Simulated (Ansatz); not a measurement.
**Nudged elastic band run: CH₃BiClF**

Input file:

```yaml
crystal:
  periodic: [false, false, false]
  atoms:
    - { symbol: C, position_ang: [-0.296998, 0.846617, 0.314315] }
    - { symbol: Bi, position_ang: [0.872015, -0.497953, -1.106239] }
    - { symbol: F, position_ang: [1.886927, -1.381419, 0.441113] }
    - { symbol: Cl, position_ang: [-0.99018, -2.138336, -1.325731] }
    - { symbol: H, position_ang: [-1.366458, 0.766604, 0.076788] }
    - { symbol: H, position_ang: [-0.093325, 0.448498, 1.318587] }
    - { symbol: H, position_ang: [0.049319, 1.887989, 0.235368] }
basis:
  gaussian: { orbitals: def2-SVP }
hamiltonian:
  xc: b3lyp
  dispersion: d4
neb:
  order_check: false
  images: 5
  f_tol: 0.05
  max_iterations: 36
  final_atoms:
    - { symbol: C, position_ang: [-0.35181223, 0.73650945, 0.49202892] }
    - { symbol: Bi, position_ang: [0.44226839, -1.39117696, 0.29457907] }
    - { symbol: F, position_ang: [2.18822486, -0.74042734, -0.56181318] }
    - { symbol: Cl, position_ang: [-0.8458377, -1.85782392, -1.78718691] }
    - { symbol: H, position_ang: [-1.2798988, 0.81864043, -0.08876297] }
    - { symbol: H, position_ang: [-0.52345769, 0.99253746, 1.54822184] }
    - { symbol: H, position_ang: [0.43181316, 1.37374088, 0.05713424] }
  initial_path:
    images:
      - { positions_ang: [[-0.296998, 0.846617, 0.314315], [0.872015, -0.497953, -1.106239], [1.886927, -1.381419, 0.441113], [-0.99018, -2.138336, -1.325731], [-1.366458, 0.766604, 0.076788], [-0.093325, 0.448498, 1.318587], [0.049319, 1.887989, 0.235368]] }
      - { positions_ang: [[-0.28815422, 0.76723365, 0.33682593], [0.81420382, -0.71128469, -0.93902913], [2.08804923, -1.0835502, 0.3547238], [-1.13991825, -2.05015392, -1.38925168], [-1.32458754, 0.80330085, -0.02251322], [-0.25297665, 0.44007229, 1.345359], [0.16468361, 1.76638201, 0.2680863]] }
      - { positions_ang: [[-0.27931044, 0.6878503, 0.35933686], [0.75639264, -0.92461638, -0.77181926], [2.28917146, -0.7856814, 0.26833459], [-1.2896565, -1.96197184, -1.45277236], [-1.28271708, 0.83999771, -0.12181444], [-0.41262829, 0.43164659, 1.372131], [0.28004821, 1.64477503, 0.30080461]] }
      - { positions_ang: [[-0.27046665, 0.60846695, 0.38184779], [0.69858145, -1.13794807, -0.60460939], [2.49029368, -0.4878126, 0.18194539], [-1.43939475, -1.87378976, -1.51629304], [-1.24084662, 0.87669456, -0.22111567], [-0.57227994, 0.42322088, 1.39890301], [0.39541282, 1.52316804, 0.33352291]] }
      - { positions_ang: [[-0.29758185, 0.65114779, 0.41857483], [0.61314377, -1.2223577, -0.3048799], [2.38960407, -0.57201751, -0.06597413], [-1.2415424, -1.86846781, -1.606591], [-1.25386401, 0.85734318, -0.1769981], [-0.55600585, 0.61299307, 1.44867595], [0.40754627, 1.47335899, 0.24139336]] }
      - { positions_ang: [[-0.32469704, 0.69382862, 0.45530187], [0.52770608, -1.30676733, -0.00515042], [2.28891447, -0.65622242, -0.31389366], [-1.04369005, -1.86314587, -1.69688896], [-1.2668814, 0.8379918, -0.13288054], [-0.53973177, 0.80276527, 1.4984489], [0.41967972, 1.42354993, 0.1492638]] }
      - { positions_ang: [[-0.35181223, 0.73650945, 0.49202892], [0.44226839, -1.39117696, 0.29457907], [2.18822486, -0.74042734, -0.56181318], [-0.8458377, -1.85782392, -1.78718691], [-1.2798988, 0.81864043, -0.08876297], [-0.52345769, 0.99253746, 1.54822184], [0.43181316, 1.37374088, 0.05713424]] }
```

Launched with:

```bash
$ ansatz run input.yaml --threads 1 --pin off --max-ram 2048MiB --backend cpu --events-out ev --progress --plain --runs-dir out
```

Output, in part (warnings, iteration lines, the closing report on the highest movable image, with atoms numbered from 0):

```
NEB end point (image 0): max|allowed force component| = 4.887e-3 eV/Å (the criterion of neb.relax_end_points is 1.000e-2)
NEB end point (image 6): max|allowed force component| = 1.536e-2 eV/Å (the criterion of neb.relax_end_points is 1.000e-2)
NEB iter   1: max|band force component| = 6.172e0 eV/Å  barrier→ = 2.0748 eV  barrier← = 2.0741 eV  Δτ_max = 0.1983 Å  (190 SCF iters)
NEB iter   2: max|band force component| = 1.144e0 eV/Å  barrier→ = 1.2805 eV  barrier← = 1.2799 eV  Δτ_max = 0.1948 Å  (163 SCF iters)
NEB iter   3: max|band force component| = 5.514e-1 eV/Å  barrier→ = 1.2477 eV  barrier← = 1.2470 eV  Δτ_max = 0.1540 Å  (157 SCF iters)
NEB iter   4: max|band force component| = 3.553e-1 eV/Å  barrier→ = 1.1420 eV  barrier← = 1.1413 eV  CI = image 3  Δτ_max = 0.1319 Å  (157 SCF iters)
NEB iter   5: max|band force component| = 2.213e-1 eV/Å  barrier→ = 1.1868 eV  barrier← = 1.1861 eV  CI = image 3  Δτ_max = 0.0630 Å  (161 SCF iters)
NEB iter   6: max|band force component| = 1.105e-1 eV/Å  barrier→ = 1.1844 eV  barrier← = 1.1837 eV  CI = image 3  Δτ_max = 0.0490 Å  (154 SCF iters)
NEB iter   7: max|band force component| = 4.477e-2 eV/Å  barrier→ = 1.1833 eV  barrier← = 1.1826 eV  CI = image 3  Δτ_max = 0.0000 Å  (304 SCF iters)
Total energy: -22162.04114006 eV, -814.4399899261 hartree
Atom 0 at    -0.288276     0.638767     0.332323 Å, force    -0.003645    -0.002700     0.044828 eV/Å
Atom 1 at     0.739870    -1.147546    -0.597633 Å, force    -0.005274    -0.014823    -0.007943 eV/Å
Atom 2 at     2.517421    -0.354516     0.228029 Å, force     0.019218     0.007392     0.005685 eV/Å
Atom 3 at    -1.590987    -1.892227    -1.497389 Å, force    -0.006132    -0.004508    -0.000512 eV/Å
Atom 4 at    -1.178510     0.897130    -0.251379 Å, force    -0.041091     0.008966    -0.035932 eV/Å
Atom 5 at    -0.589500     0.342718     1.351480 Å, force     0.015315    -0.000569    -0.018284 eV/Å
Atom 6 at     0.451282     1.447674     0.388771 Å, force     0.021609     0.006242     0.012158 eV/Å
Dipole moment:     0.104358     0.039471     0.060023 e Å
```

The forces met the threshold. A vibrational analysis at the climbing image gives 2 clearly imaginary modes (131i, 56i cm⁻¹): a point of higher order, so a lower path passes nearby.

Final band (atoms are numbered from 1 in the order of the input):

```
image  path coordinate (Å)  energy (kcal/mol)  height of Bi2 over the plane of its neighbours (Å)
    0                 0.00                0.0                                               -1.19
    1                 0.81                0.3                                               -1.17
    2                 1.62               12.5                                               -0.82
    3                 2.44               27.3                                                0.00
    4                 3.08               16.9                                                0.68
    5                 3.72                3.8                                                1.06
    6                 4.36                0.0                                                1.19
```

Run time: 2.8 min on 1 thread of Arm Neoverse V2 (shared host), peak memory 0.19 GiB.
